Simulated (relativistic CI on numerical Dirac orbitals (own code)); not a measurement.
**The 29-electron sequence from Cu to Ru15+**

Computed by Dirac-Coulomb-Breit CI, orbitals from a KLI potential per configuration, model QED (radiative potential, 1s self-energy scaled to tabulated hydrogen-like ionisation energies), valence Slater integrals scaled by 0.9, P86 correlation energy added to each configuration (own radial code, finite nucleus).

Configuration list (outside the closed core [Ar] 3d10): 4s, 4p, 4d, 4f, 5s, 5p, 5d. Levels of other configurations are missing.

Energies above each ion's lowest level, in eV. Levels are followed by their leading LS label, which can pass from one level to another where the coupling changes.

| Ion | 4s ²S1/2 | 4p ²P°1/2 | 4p ²P°3/2 | 5s ²S1/2 | 4d ²D3/2 | 4d ²D5/2 | 5p ²P°3/2 |
| --- | --- | --- | --- | --- | --- | --- | --- |
| Cu | 0 | 3.2519 | 3.2679 | 4.4964 | 5.174 | 5.1746 | 5.2945 |
| Zn+ | 0 | 5.6856 | 5.7743 | 10.247 | 11.145 | 11.15 | 11.881 |
| Ga2+ | 0 | 7.8472 | 8.038 | 16.772 | 17.092 | 17.107 | 19.306 |
| Ge3+ | 0 | 9.9039 | 10.225 | 24.032 | 22.975 | 23.006 | 27.503 |
| As4+ | 0 | 11.905 | 12.387 | 32.001 | 28.796 | 28.848 | 36.435 |
| Se5+ | 0 | 13.872 | 14.548 | 40.662 | 34.564 | 34.644 | 46.084 |
| Br6+ | 0 | 15.817 | 16.725 | 50.004 | 40.295 | 40.41 | 56.439 |
| Kr7+ | 0 | 17.75 | 18.927 | 60.023 | 46.002 | 46.16 | 67.497 |
| Rb8+ | 0 | 19.674 | 21.166 | 70.715 | 51.7 | 51.91 | 79.254 |
| Sr9+ | 0 | 21.594 | 23.447 | 82.079 | 57.401 | 57.673 | 91.711 |
| Zr11+ | 0 | 25.434 | 28.169 | 106.82 | 68.86 | 69.29 | 118.73 |
| Nb12+ | 0 | 27.357 | 30.621 | 120.2 | 74.639 | 75.167 | 133.3 |
| Mo13+ | 0 | 29.284 | 33.144 | 134.25 | 80.465 | 81.105 | 148.58 |
| Tc14+ | 0 | 31.217 | 35.742 | 148.98 | 86.347 | 87.114 | 164.57 |
| Ru15+ | 0 | 33.157 | 38.424 | 164.38 | 92.294 | 93.206 | 181.29 |

The lowest level keeps the configuration 4s and J = 1/2 throughout.

Between Z = 41 and 44 the energy of 4p ²P°1/2 follows a local power law Z^2.7. For orientation: electrostatic splittings inside a shell grow about linearly with the screened charge, excitations that change n as its square, and fine structure as its fourth power; written in Z itself the exponents are larger, since the screened charge grows faster in proportion.

The members near neutrality are the least accurate: they can be off by several eV, miss lower levels of configurations outside the list, or start from a wrong lowest level.
